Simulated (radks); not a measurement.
Values are calculated unless marked as measured or tabulated.
Coherent X-ray form factor from a spherical all-electron density. Level of theory: Dirac Kohn-Sham, LDA (Slater exchange, Perdew-Wang correlation), spin-unpolarised, spherical densities, point nucleus (a radial shooting solver on a logarithmic mesh with Libxc functionals).

sin(theta)/lambda (1/angstrom)  f0 (electrons)
0.05                                    63.032
0.1                                     60.572
0.15                                    57.380
0.2                                     53.927
0.25                                    50.449
0.3                                     47.102
0.4                                     41.154
0.5                                     36.268
0.6                                     32.213
0.8                                     25.852
1                                       21.367
1.25                                    17.782
1.5                                     15.459
2                                       11.874

The species is in the configuration that NIST lists as its ground one. Which atom or ion scatters so?

Answer. The terbium ion Tb+, [Xe] 4f9 6s1. Extrapolating in s^2 from the first two rows gives f0(0) = 63.9, near the electron count 64; among species with that count, the fall with angle is slower the higher Z, and the table is that of Z = 65; from so few rows the species is fixed only to a neighbour or two.
